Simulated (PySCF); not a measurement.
A structure optimised at PBE0-D3(BJ)/def2-TZVPD, used in a PySCF frequency run:

```xyz
3

B      0.0000     0.0000     0.8358
N      0.0000     0.0000    -0.3982
H      0.0000     0.0000    -1.3912
```
Charge 0, spin multiplicity 2.

**Question.** Write its SMILES, formula and point group.

**Answer.** [B]=N, BHN, C∞v

**Question.** What are its rotational constants (standard atomic weights)?

**Answer.** 43.719 GHz (linear rotor, B only)
